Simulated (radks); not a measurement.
Ionisation ladder of tellurium, from Te22+ to Te43+. Each ion is in the ground configuration listed by NIST, and IE = E(next ion) - E(this ion). Method: Dirac Kohn-Sham, PBE, spin-unpolarised, spherical densities, finite nucleus; open shells fill j = l - 1/2 first; Fermi nuclear charge, rms radius 4.7423 fm; computed with a radial shooting solver on a logarithmic mesh with Libxc functionals.

| species | configuration | IE, Delta-SCF (eV) | -e(HOMO) (eV) | HOMO | <r> HOMO (bohr) | IE, NIST (eV) | kind | error (eV) |
|---|---|---|---|---|---|---|---|---|
| Te22+ | [Ar] 3d10 4s2 | 715.44 | 698.70 | 4s1/2 | 0.670 | 709 | theory | +6.4 |
| Te23+ | [Ar] 3d10 4s1 | 749.31 | 732.27 | 4s1/2 | 0.664 | 746.1 | semi-emp. | +3.2 |
| Te24+ | [Ar] 3d10 | 1304.8 | 1267.0 | 3d5/2 | 0.289 | 1304 | theory | +0.8 |
| Te25+ | [Ar] 3d9 | 1381.7 | 1343.0 | 3d5/2 | 0.285 | 1377 | theory | +4.7 |
| Te26+ | [Ar] 3d8 | 1460.0 | 1420.6 | 3d5/2 | 0.281 | 1455 | theory | +5.0 |
| Te27+ | [Ar] 3d7 | 1539.9 | 1499.7 | 3d5/2 | 0.278 | 1538 | theory | +1.9 |
| Te28+ | [Ar] 3d6 | 1621.3 | 1580.4 | 3d5/2 | 0.274 | 1618 | theory | +3.3 |
| Te29+ | [Ar] 3d5 | 1704.2 | 1662.5 | 3d5/2 | 0.271 | 1707 | theory | -2.8 |
| Te30+ | [Ar] 3d4 | 1802.6 | 1759.8 | 3d3/2 | 0.265 | 1803 | theory | -0.4 |
| Te31+ | [Ar] 3d3 | 1889.2 | 1845.7 | 3d3/2 | 0.262 | 1889 | theory | +0.2 |
| Te32+ | [Ar] 3d2 | 1977.2 | 1933.0 | 3d3/2 | 0.258 | 1979 | theory | -1.8 |
| Te33+ | [Ar] 3d1 | 2066.6 | 2021.7 | 3d3/2 | 0.256 | 2066 | theory | +0.6 |
| Te34+ | [Ar] | 2313.5 | 2273.8 | 3p3/2 | 0.289 | 2309 | theory | +4.5 |
| Te35+ | [Ne] 3s2 3p5 | 2393.3 | 2353.3 | 3p3/2 | 0.287 | 2386 | theory | +7.3 |
| Te36+ | [Ne] 3s2 3p4 | 2473.7 | 2433.4 | 3p3/2 | 0.285 | 2472 | theory | +1.7 |
| Te37+ | [Ne] 3s2 3p3 | 2554.6 | 2514.1 | 3p3/2 | 0.283 | 2552 | theory | +2.6 |
| Te38+ | [Ne] 3s2 3p2 | 2707.7 | 2665.8 | 3p1/2 | 0.273 | 2700 | theory | +7.7 |
| Te39+ | [Ne] 3s2 3p1 | 2791.6 | 2749.6 | 3p1/2 | 0.271 | 2788 | theory | +3.6 |
| Te40+ | [Ne] 3s2 | 2966.8 | 2927.5 | 3s1/2 | 0.283 | 2954 | theory | +12.8 |
| Te41+ | [Ne] 3s1 | 3045.4 | 3006.0 | 3s1/2 | 0.282 | 3041.0 | semi-emp. | +4.4 |
| Te42+ | [Ne] | 7034.6 | 6922.8 | 2p3/2 | 0.104 | 7022 | theory | +12.6 |
| Te43+ | [He] 2s2 2p5 | 7259.5 | 7146.7 | 2p3/2 | 0.103 | 7243 | theory | +16.5 |

Reference values: NIST Atomic Spectra Database (exp. = measured, semi-emp. = semi-empirical, theory = theoretical value adopted there). The ionisation energy per charge of the ion left behind rises most, in proportion, at Te42+ ([Ne]), from 72.510 to 163.59 eV. Spin polarisation and multiplet splitting are left out, so open shells lie too high by an amount that depends on their filling.

Beside tabulated values, note that spin-unpolarised runs miss the spin-polarisation part of the exchange energy of open shells.
